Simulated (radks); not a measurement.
Values are calculated unless marked as measured or tabulated.
Coulomb parameter of the 4f shell of the ytterbium ion Yb2+ in the model configuration [Xe] 4f12 5d2, as a second difference U = [E(n + 1) + E(n - 1) - 2 E(n)] / (1)^2 with all orbitals relaxed. "Bare": the charge of the atom changes with n. "Screened": the 5d shell takes up the change at fixed total charge, which measures U(4f,4f) + U(5d,5d) - 2 U(4f,5d). Level of theory: scalar-relativistic Kohn-Sham, BLYP, spin-unpolarised, spherical densities, point nucleus (a radial shooting solver on a logarithmic mesh with Libxc functionals).

| case | configuration | E - E(n) (eV) |
|---|---|---|
| start | [Xe] 4f12 5d2 | 0.000 |
| bare +1 | [Xe] 4f13 5d2 | -22.592 |
| bare -1 | [Xe] 4f11 5d2 | 41.378 |
| screened +1 | [Xe] 4f13 5d1 | -11.763 |
| screened -1 | [Xe] 4f11 5d3 | 17.876 |

U(bare) = 18.786 eV, U(screened by 5d) = 6.113 eV, against the Slater integral F0(4f,4f) = 35.932 eV with frozen orbitals.
